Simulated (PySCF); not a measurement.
Molfile (atoms numbered from 1):
```
C2H8BNSi
     RDKit          3D

 13 12  0  0  0  0  0  0  0  0999 V2000
    2.1094   -1.3805   -0.6147 C   0  0  0  0  0  0  0  0  0  0  0  0
    1.6981   -0.2897   -0.2488 C   0  0  0  0  0  0  0  0  0  0  0  0
    0.7947    1.2529    0.2946 Si  0  0  0  0  0  4  0  0  0  0  0  0
   -1.0862    0.5885    0.6694 B   0  0  0  0  0  0  0  0  0  0  0  0
   -1.3421   -0.6475   -0.3470 N   0  0  0  0  0  0  0  0  0  0  0  0
    2.5349   -2.3161   -0.9332 H   0  0  0  0  0  0  0  0  0  0  0  0
    0.9967    2.2213   -0.8373 H   0  0  0  0  0  0  0  0  0  0  0  0
    1.5386    1.8116    1.4672 H   0  0  0  0  0  0  0  0  0  0  0  0
   -1.9653    1.4144    0.4849 H   0  0  0  0  0  0  0  0  0  0  0  0
   -1.1079    0.1133    1.7951 H   0  0  0  0  0  0  0  0  0  0  0  0
   -2.1345   -1.2190   -0.0522 H   0  0  0  0  0  0  0  0  0  0  0  0
   -0.5033   -1.2427   -0.3912 H   0  0  0  0  0  0  0  0  0  0  0  0
   -1.5283   -0.3260   -1.2982 H   0  0  0  0  0  0  0  0  0  0  0  0
  1  2  3  0
  2  3  1  0
  3  4  1  0
  4  5  1  0
  1  6  1  0
  3  7  1  0
  3  8  1  0
  4  9  1  0
  4 10  1  0
  5 11  1  0
  5 12  1  0
  5 13  1  0
M  CHG  2   4  -1   5   1
M  END
```

Geometry: PBE0-D3(BJ)/def2-SVP; GIAO shifts from PySCF 2.14, gas phase, non-relativistic, averaged over equivalent atoms.

At PBE0/IGLO-III (264 basis functions, 32 s wall time on 1 thread of an Arm Neoverse V1, shared host):
```json
{"atoms": "C1", "δ (ppm)": "105.1"}
{"atoms": "C2", "δ (ppm)": "97.1"}
{"atoms": "Si3", "δ (ppm)": "-79.6"}
{"atoms": "B4", "δ (ppm)": "-30.4"}
{"atoms": "N5", "δ (ppm)": "32.4"}
{"atoms": "H7/H8", "δ (ppm)": "4.13"}
{"atoms": "H11/H12/H13", "δ (ppm)": "3.31"}
{"atoms": "H6", "δ (ppm)": "2.36"}
{"atoms": "H9/H10", "δ (ppm)": "2.06"}
```

Shifts are taken against calculated references (same method and geometry level): TMS for ¹³C (σref 183.78) and ²⁹Si (σref 345.34) and ¹H (σref 31.37); ¹¹B (σref 99.94) vs BF3·OEt2; ¹⁵N (σref 260.55) against NH3.

**Question.** Estimate the result of repeating the calculation with B3LYP/pcSseg-2.

**Answer.** 
```json
{"atoms": "C1", "δ at B3LYP/pcSseg-2": "103.2", "change": "-1.9"}
{"atoms": "C2", "δ at B3LYP/pcSseg-2": "97.0", "change": "-0.1"}
{"atoms": "Si3", "δ at B3LYP/pcSseg-2": "-79.4", "change": "+0.2"}
{"atoms": "B4", "δ at B3LYP/pcSseg-2": "-29.6", "change": "+0.8"}
{"atoms": "N5", "δ at B3LYP/pcSseg-2": "36.3", "change": "+3.9"}
{"atoms": "H7/H8", "δ at B3LYP/pcSseg-2": "3.94", "change": "-0.19"}
{"atoms": "H11/H12/H13", "δ at B3LYP/pcSseg-2": "3.44", "change": "+0.13"}
{"atoms": "H6", "δ at B3LYP/pcSseg-2": "2.27", "change": "-0.09"}
{"atoms": "H9/H10", "δ at B3LYP/pcSseg-2": "1.95", "change": "-0.11"}
```

References, each an isolated molecule treated in the same way: ¹³C (179.19 ppm), ²⁹Si (324.61 ppm), ¹H (31.39 ppm) against TMS; ¹¹B (96.39 ppm) against BF3·OEt2; ¹⁵N (258.52 ppm) against NH3.

The largest change is at N5 (donor nitrogen of a Lewis adduct). Cost: 299 basis functions, 41 s wall time on 1 thread of an Arm Neoverse V1, shared host.

Experimental scales use liquid or dissolved standards, which lie at an offset from isolated NH3 (liquid NH3: subtract about 20 ppm).
